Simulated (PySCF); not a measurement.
PySCF job for Be(Et)(OH) (C2H6BeO), SMILES C[CH2][Be][OH], ωB97X-D3(BJ)/def2-SVP. Geometry optimised at ωB97X-D3(BJ)/def2-SVP. A frequency run showed that this geometry is not a minimum. Other conformers were not sampled.

```python
import numpy as np
from pyscf import gto, scf, dft, df
from pyscf.hessian import thermo

mol = gto.M(
    atom='''
    Be    0.20586804   -0.83050271   -0.00000000
    C     0.65855361    0.79527139    0.00000000
    C    -0.50402571    1.80530855   -0.00000000
    H     1.30873802    0.98424338    0.87633585
    H     1.30873802    0.98424338   -0.87633585
    H    -1.15062179    1.68302788   -0.88562451
    H    -1.15062179    1.68302788    0.88562451
    H    -0.15253672    2.85162812    0.00000000
    O    -0.15148545   -2.18812676    0.00000000
    H    -0.70245165   -2.96262536   -0.00000000
    ''',
    basis='def2-SVP',
    charge=0,
    spin=0,
    max_memory=1600,
    verbose=3,
)
mf = dft.RKS(mol, xc='wb97x-d3bj').density_fit(auxbasis='def2-universal-jkfit')
mf.grids.level = 3
mf.conv_tol = 1e-11
mf.max_cycle = 100
mf.kernel()

# [left out here: the lines that compute and print the analytic Hessian (its translational invariance restored by hand, since the grid's response is missing), thermochemistry and intensities]
```

Log of the run:

```
converged SCF energy = -169.800280890557

WARN: DFTD3 does not support analytical Hessian, using finite difference


WARN: Mole.unit (angstrom) is changed to Bohr

Mode                                 0                   1                   2
Irrep
Freq [cm^-1]                      -40.7257            123.2029            145.0287
Reduced mass [au]                   1.1200              1.3815              2.1262
Force const [Dyne/A]               -0.0011              0.0124              0.0263
Char temp [K]                     -58.5952            177.2615            208.6641
Normal mode                   x     y     z       x     y     z       x     y     z
       0  Be                 0.00  0.00  0.01   -0.09 -0.02  0.00   -0.08 -0.02 -0.00
       1   C                 0.00  0.00  0.02   -0.07 -0.03  0.00   -0.07 -0.01 -0.00
       2   C                -0.00 -0.00 -0.01    0.04  0.10 -0.00    0.03  0.10  0.00
       3   H                -0.03 -0.01  0.04   -0.04 -0.08 -0.00   -0.05 -0.07 -0.00
       4   H                 0.03  0.01  0.04   -0.04 -0.08  0.00   -0.05 -0.07  0.00
       5   H                 0.02  0.00 -0.02    0.03  0.17  0.00    0.02  0.17 -0.00
       6   H                -0.02 -0.00 -0.02    0.03  0.17 -0.00    0.02  0.17  0.00
       7   H                -0.00 -0.00  0.00    0.16  0.06 -0.00    0.14  0.06  0.00
       8   O                 0.00  0.00 -0.08    0.02 -0.03 -0.00    0.10 -0.09  0.00
       9   H                -0.00  0.00  0.94    0.62 -0.45  0.00   -0.48  0.31 -0.00
Mode                                 3                   4                   5
Irrep
Freq [cm^-1]                      176.4503            313.4703            436.3541
Reduced mass [au]                   1.3060              1.9351              5.9866
Force const [Dyne/A]                0.0240              0.1120              0.6716
Char temp [K]                     253.8727            451.0139            627.8164
Normal mode                   x     y     z       x     y     z       x     y     z
       0  Be                 0.00 -0.00 -0.12    0.00 -0.00 -0.23   -0.25  0.12 -0.00
       1   C                 0.00  0.00 -0.05   -0.00  0.00  0.04    0.06 -0.02  0.00
       2   C                -0.00 -0.00  0.03    0.00  0.00  0.01    0.03 -0.08  0.00
       3   H                -0.07 -0.13  0.03   -0.20 -0.17  0.22    0.05 -0.08  0.01
       4   H                 0.07  0.13  0.03    0.20  0.17  0.22    0.05 -0.08 -0.01
       5   H                 0.25  0.33 -0.20   -0.16 -0.17  0.14    0.03 -0.14  0.00
       6   H                -0.25 -0.33 -0.20    0.16  0.17  0.14    0.03 -0.14 -0.00
       7   H                -0.00 -0.00  0.52    0.00  0.00 -0.26   -0.07 -0.05  0.00
       8   O                -0.00  0.00  0.07   -0.00 -0.00  0.06    0.07  0.04  0.00
       9   H                 0.00 -0.00  0.09    0.00 -0.00  0.07    0.05  0.05  0.00
Mode                                 6                   7                   8
Irrep
Freq [cm^-1]                      603.3865            642.2932            938.8333
Reduced mass [au]                   3.9273              1.5253              1.1225
Force const [Dyne/A]                0.8424              0.3707              0.5829
Char temp [K]                     868.1388            924.1169           1350.7721
Normal mode                   x     y     z       x     y     z       x     y     z
       0  Be                 0.07  0.03 -0.00   -0.00 -0.00 -0.14   -0.00  0.00  0.05
       1   C                -0.12 -0.14  0.00    0.00  0.00  0.13   -0.00  0.00 -0.05
       2   C                 0.02 -0.04  0.00   -0.00  0.00  0.01    0.00 -0.00  0.07
       3   H                -0.09 -0.22 -0.00    0.39  0.21 -0.22    0.10 -0.45 -0.02
       4   H                -0.09 -0.22  0.00   -0.39 -0.21 -0.22   -0.10  0.45 -0.02
       5   H                 0.00  0.06 -0.00    0.19 -0.12 -0.12    0.33 -0.27 -0.13
       6   H                 0.00  0.06  0.00   -0.19  0.12 -0.12   -0.33  0.27 -0.13
       7   H                 0.20 -0.10 -0.00   -0.00  0.00 -0.09    0.00 -0.00 -0.25
       8   O                 0.03  0.14  0.00   -0.00 -0.00  0.02   -0.00 -0.00 -0.01
       9   H                 0.00  0.16  0.00   -0.00 -0.00  0.03   -0.00 -0.00 -0.01
Mode                                 9                  10                  11
Irrep
Freq [cm^-1]                      965.4092           1041.9583           1231.2488
Reduced mass [au]                   1.1702              3.0798              1.5848
Force const [Dyne/A]                0.6426              1.9700              1.4155
Char temp [K]                    1389.0088           1499.1460           1771.4929
Normal mode                   x     y     z       x     y     z       x     y     z
       0  Be                -0.03  0.01 -0.00   -0.02 -0.01  0.00   -0.03 -0.06 -0.00
       1   C                -0.01  0.02  0.00    0.15 -0.11 -0.00   -0.00 -0.14  0.00
       2   C                 0.01 -0.11 -0.00   -0.15  0.06  0.00    0.04  0.07 -0.00
       3   H                -0.12  0.43 -0.02    0.13 -0.04  0.00   -0.05  0.45 -0.09
       4   H                -0.12  0.43  0.02    0.13 -0.04 -0.00   -0.05  0.45  0.09
       5   H                -0.00  0.24 -0.04   -0.17  0.28 -0.02   -0.01 -0.16  0.07
       6   H                -0.00  0.24  0.04   -0.17  0.28  0.02   -0.01 -0.16 -0.07
       7   H                 0.50 -0.27  0.00    0.09 -0.02 -0.00   -0.28  0.18  0.00
       8   O                 0.00 -0.01  0.00    0.01  0.02 -0.00    0.01  0.04 -0.00
       9   H                 0.00 -0.01 -0.00    0.01  0.02  0.00    0.01  0.05 -0.00
Mode                                12                  13                  14
Irrep
Freq [cm^-1]                     1256.0196           1406.4757           1436.6711
Reduced mass [au]                   1.2615              1.2062              1.1115
Force const [Dyne/A]                1.1726              1.4058              1.3516
Char temp [K]                    1807.1325           2023.6054           2067.0499
Normal mode                   x     y     z       x     y     z       x     y     z
       0  Be                 0.00  0.00  0.02   -0.00  0.01 -0.00   -0.00 -0.02  0.00
       1   C                -0.00  0.00  0.08   -0.02 -0.01 -0.00    0.08 -0.01  0.00
       2   C                -0.00 -0.00 -0.11   -0.09  0.07  0.00   -0.03  0.04 -0.00
       3   H                 0.30 -0.42 -0.05    0.18  0.04 -0.14   -0.49 -0.03  0.40
       4   H                -0.30  0.42 -0.05    0.18  0.04  0.14   -0.49 -0.03 -0.40
       5   H                -0.27  0.14  0.07    0.28 -0.35 -0.20    0.13 -0.13 -0.08
       6   H                 0.27 -0.14  0.07    0.28 -0.35  0.20    0.13 -0.13  0.08
       7   H                 0.00 -0.00  0.20    0.45 -0.13 -0.00    0.10 -0.00  0.00
       8   O                -0.00 -0.00 -0.00    0.00 -0.00 -0.00    0.00  0.01  0.00
       9   H                -0.00 -0.00 -0.00    0.00 -0.00  0.00    0.00  0.01  0.00
Mode                                15                  16                  17
Irrep
Freq [cm^-1]                     1473.6715           1490.3277           1495.7258
Reduced mass [au]                   2.1822              1.5874              1.0371
Force const [Dyne/A]                2.7922              2.0773              1.3670
Char temp [K]                    2120.2852           2144.2497           2152.0164
Normal mode                   x     y     z       x     y     z       x     y     z
       0  Be                -0.06 -0.21 -0.00    0.05  0.17 -0.00    0.00  0.00 -0.00
       1   C                -0.00  0.05 -0.00   -0.01 -0.06 -0.00   -0.00 -0.00 -0.02
       2   C                -0.02 -0.04 -0.00   -0.02 -0.03  0.00   -0.00  0.00 -0.05
       3   H                 0.06 -0.02 -0.03   -0.03  0.05 -0.01   -0.04  0.04  0.00
       4   H                 0.06 -0.02  0.03   -0.03  0.05  0.01    0.04 -0.04  0.00
       5   H                 0.27  0.19 -0.24    0.32  0.20 -0.27   -0.01 -0.49  0.05
       6   H                 0.27  0.19  0.24    0.32  0.20  0.27    0.01  0.49  0.05
       7   H                -0.22  0.04  0.00   -0.35  0.10  0.00    0.00 -0.00  0.69
       8   O                 0.02  0.08  0.00   -0.02 -0.06 -0.00   -0.00 -0.00  0.00
       9   H                 0.01  0.10 -0.00   -0.01 -0.08  0.00   -0.00 -0.00 -0.00
Mode                                18                  19                  20
Irrep
Freq [cm^-1]                     3038.6445           3046.8224           3084.6086
Reduced mass [au]                   1.0579              1.0413              1.0995
Force const [Dyne/A]                5.7550              5.6954              6.1636
Char temp [K]                    4371.9329           4383.6990           4438.0650
Normal mode                   x     y     z       x     y     z       x     y     z
       0  Be                 0.00 -0.00 -0.00    0.00  0.00  0.00   -0.00 -0.00 -0.00
       1   C                 0.06  0.02  0.00   -0.02 -0.01 -0.00    0.00  0.00 -0.09
       2   C                 0.01 -0.02  0.00    0.04 -0.03  0.00    0.00  0.00  0.02
       3   H                -0.36 -0.11 -0.52    0.14  0.04  0.19    0.39  0.12  0.52
       4   H                -0.36 -0.11  0.52    0.14  0.04 -0.19   -0.39 -0.12  0.52
       5   H                -0.09 -0.02 -0.13   -0.30 -0.07 -0.42   -0.07 -0.02 -0.10
       6   H                -0.09 -0.02  0.13   -0.30 -0.07  0.42    0.07  0.02 -0.10
       7   H                 0.09  0.24 -0.00    0.19  0.51  0.00   -0.00 -0.00  0.00
       8   O                 0.00  0.00  0.00   -0.00 -0.00  0.00   -0.00 -0.00 -0.00
       9   H                -0.00 -0.00 -0.00   -0.00 -0.00 -0.00    0.00  0.00  0.00
Mode                                21                  22                  23
Irrep
Freq [cm^-1]                     3126.6974           3133.5702           4133.9654
Reduced mass [au]                   1.1046              1.1037              1.0718
Force const [Dyne/A]                6.3623              6.3851             10.7921
Char temp [K]                    4498.6214           4508.5098           5947.8558
Normal mode                   x     y     z       x     y     z       x     y     z
       0  Be                -0.00  0.00 -0.00   -0.00  0.00  0.00   -0.00 -0.00 -0.00
       1   C                -0.00 -0.00 -0.00   -0.00 -0.00  0.02   -0.00 -0.00  0.00
       2   C                -0.06 -0.07 -0.00   -0.00 -0.00  0.09   -0.00  0.00 -0.00
       3   H                 0.03  0.01  0.04   -0.07 -0.02 -0.09    0.00 -0.00 -0.00
       4   H                 0.03  0.01 -0.04    0.07  0.02 -0.09    0.00 -0.00  0.00
       5   H                 0.23  0.04  0.34   -0.39 -0.08 -0.53    0.00  0.00  0.00
       6   H                 0.23  0.04 -0.34    0.39  0.08 -0.53    0.00  0.00 -0.00
       7   H                 0.25  0.70 -0.00    0.00  0.00  0.02    0.00 -0.00  0.00
       8   O                 0.00 -0.00  0.00    0.00  0.00 -0.00    0.04  0.05 -0.00
       9   H                -0.00 -0.00 -0.00   -0.00 -0.00  0.00   -0.55 -0.79  0.00
temperature 298.1500 [K]
pressure 101325.00 [Pa]
Rotational constants [GHz] 26.92441 3.22418 2.98585
Symmetry number 1
Zero-point energy (ZPE) 0.07915 [Eh]   207796.341 [J/mol]
                           tot       elec      trans        rot        vib
Entropy [J/mol/K]       310.357      0.000    158.742    103.058     48.557
Cv [J/mol/K]             78.101      0.000     12.472     12.472     53.158
Cp [J/mol/K]             86.416      0.000     20.786     12.472     53.158
Internal energy [J/mol]                      3718.434   3718.434 215921.184
Internal energy [Eh]   -169.71521  -169.80028
Enthalpy [J/mol]                             6197.391   3718.434 215921.184
Enthalpy [Eh]          -169.71426
Gibbs free energy [J/mol]                  -41131.666 -27008.297 201443.901
Gibbs free energy [Eh] -169.74951
static polarisability / bohr^3: [[34.083  0.824  0.   ]
 [ 0.821 44.219 -0.   ]
 [ 0.    -0.    31.599]]
largest difference of analytic and finite-field dipole derivatives / e: 0.0006925730030094002
mode   freq/cm-1   IR/(km/mol)   Raman/(A^4/amu)   depolarisation
   1      -40.73       165.348             0.516            0.750
   2      123.20        84.984             1.226            0.686
   3      145.03       114.508             0.223            0.255
   4      176.45         2.111             0.021            0.750
   5      313.47        14.921             0.044            0.750
   6      436.35        58.211             0.818            0.170
   7      603.39         7.788             9.927            0.099
   8      642.29        65.698             0.260            0.750
   9      938.83         9.215             0.021            0.750
  10      965.41        12.370             1.243            0.373
  11     1041.96        11.698             8.603            0.369
  12     1231.25         5.036             1.024            0.029
  13     1256.02         4.216             2.981            0.750
  14     1406.48         6.633             3.021            0.747
  15     1436.67        10.206            13.531            0.750
  16     1473.67       130.733             5.271            0.705
  17     1490.33       121.442            10.026            0.747
  18     1495.73         4.929            19.636            0.750
  19     3038.64        33.968            53.103            0.366
  20     3046.82        27.184           185.460            0.008
  21     3084.61        12.474           116.252            0.750
  22     3126.70        34.743            89.168            0.721
  23     3133.57        38.443            43.857            0.750
  24     4133.97       265.616            86.464            0.273
max |gradient| / (hartree/bohr): 0.0001382608699945997
APT charges: [ 0.9311 -0.3588  0.1312 -0.0154 -0.0154 -0.032  -0.032  -0.0542 -0.9608
  0.4064]
```

The run converged. The end point has an imaginary mode, so it is no minimum.
